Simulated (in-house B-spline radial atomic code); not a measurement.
Configurations of Cu VIII (Cu7+), with energies counted from [Ar] 3d4. All numbers are computed (scalar-relativistic (X2C) B3LYP, spin-polarised, spherical fractional occupations; Fermi nucleus of rms radius 3.8823 fm) with an all-electron radial atomic-structure program (B-spline basis), not measured. Shells without spins written out take the highest spin.

Caution: exact exchange at fractional occupations of open shells leaves self-interaction of up to several eV.

Occupations are held fixed; configurations that lie above the ionisation limit could autoionise.

```tsv
configuration	E - E(ref) (eV)	highest orbital	its <r> (bohr)
[Ar] 3d(1 up, 3 down)	9.0718	3d up	0.7072
[Ar] 3d3 4p1	75.386	4p up	1.66
[Ar] 3d(1 up, 2 down) 4p(1 up, 0 down)	82.32	4p up	1.671
[Ne] 3s2 3p5 3d4 4s1	125.22	4s up	1.548
[Ne] 3s2 3p(3 up, 2 down) 3d(3 up, 1 down) 4s(1 up, 0 down)	137.1	4s up	1.551
[Ne] 3s2 3p5 3d4 4d1	159.95	4d up	1.862
```

Q: Order these further configurations by energy, lowest first.
A. [Ne] 3s2 3p5 3d4 4p1
B. [Ar] 3d3 4d1
C. [Ne] 3s2 3p5 3d5
D. [Ar] 3d3 4f1
E. [Ne] 3s2 3p5 3d4 4f1

A: C (61.906 eV), B (95.769 eV), D (112.98 eV), A (139.5 eV), E (177.16 eV).

Q: How far above the reference does [Ar] 3d(3 up, 0 down) 4s(1 up, 0 down) lie?

A: 61.14 eV; its least bound orbital is 4s up with <r> = 1.552 bohr.

Q: How far above the reference does [Ar] 3d(2 up, 1 down) 4f(0 up, 1 down) lie?

A: 119.67 eV; its least bound orbital is 4f down with <r> = 2.077 bohr.
